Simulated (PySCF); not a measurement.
Species: C₅H₁₂Si₃.
Atom-mapped SMILES: `[CH3:1][C:2]#[C:3][C@H:4]1[SiH2:5][CH2:6][SiH2:7][SiH2:8]1`

Definitions: NICS(0) = −σiso at the ring centroid; NICS(1) = −σiso and NICS(1)zz = −σzz at ±1 Å along the ring normal z. Level: GIAO PBE0/pcSseg-1 (PySCF, non-relativistic, gas phase) on the GFN2-xTB geometry, one conformer.

Ring bond lengths (Å), with Mayer bond orders in brackets: C4–Si5 1.919 (0.85), Si5–C6 1.904 (0.92), C6–Si7 1.916 (0.90), Si7–Si8 2.314 (0.91), Si8–C4 1.932 (0.84).

What do the NICS probes read (ppm)?

```tsv
ring	type	NICS(0)	NICS(1), two faces	NICS(1)zz, two faces	rms pucker (Å)	centre to ring atoms, mean (Å)
C4–Si5–C6–Si7–Si8	5-membered ring with 3 Si; formal bonds all single	-3.9	-3.4 / -3.0	-1.8 / -0.4	0.21	1.67
```

What can be read from them?

- C4–Si5–C6–Si7–Si8: mean NICS(1)zz -1.1 ppm, near zero. C4, Si5, C6, Si7, Si8 have four or more neighbours; no verdict on aromaticity is drawn.

List the ring angles and the Hirshfeld charges of the ring atoms.

- C4–Si5–C6–Si7–Si8: C4 109.3° (-0.182 e), Si5 103.6° (+0.339 e), C6 110.7° (-0.247 e), Si7 100.6° (+0.245 e), Si8 100.1° (+0.245 e); sum 524.3° against 540° for a flat convex ring.

How shielded are the nuclei of the rings and their hydrogens (means over atoms taken as equivalent)?

```
   atoms                  environment  σ isotropic (ppm)
      C4  sp3 carbon bound to silicon              187.9
     Si5                 SiH2 silicon              372.8
      C6  sp3 carbon bound to silicon              200.1
     Si7                 SiH2 silicon              423.0
     Si8                 SiH2 silicon              408.4
 H on C4             methine hydrogen              29.91
H on Si5                Si–H hydrogen              27.43
H on Si5                Si–H hydrogen              27.03
 H on C6           methylene hydrogen              31.55
 H on C6           methylene hydrogen              31.35
H on Si7                Si–H hydrogen              27.70
H on Si7                Si–H hydrogen              27.48
H on Si8                Si–H hydrogen              27.46
H on Si8                Si–H hydrogen              27.61
```

The list is cut; further classes of hydrogen are left out.
